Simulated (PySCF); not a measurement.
# Radial density of K (potassium, neutral)

PW91, [Ar] 4p1, 2P determinant (an excited configuration). Calculation: PySCF 2.14, in x2c-TZVPPall; scalar relativity by spin-free X2C-1e.

```tsv
r (bohr)	4πr²ρ (e/bohr)	4πr²(ρα − ρβ)
0.00163	0.1759	0.0000
0.00274	0.4542	0.0000
0.00462	1.152	0.0000
0.00777	2.796	0.0000
0.0131	6.289	0.0000
0.0220	12.40	0.0000
0.0370	19.66	0.0002
0.0622	22.01	0.0010
0.105	16.92	0.0037
0.176	17.99	0.0078
0.296	22.61	0.0054
0.498	10.18	0.0008
0.837	5.687	0.0246
1.41	5.708	0.0149
2.37	1.104	0.0178
3.98	0.2302	0.1989
6.70	0.1565	0.1563
11.3	0.001327	0.0013
```

Densities and radii are taken from the X2C orbitals without a picture-change correction, which distorts them close to the nucleus.
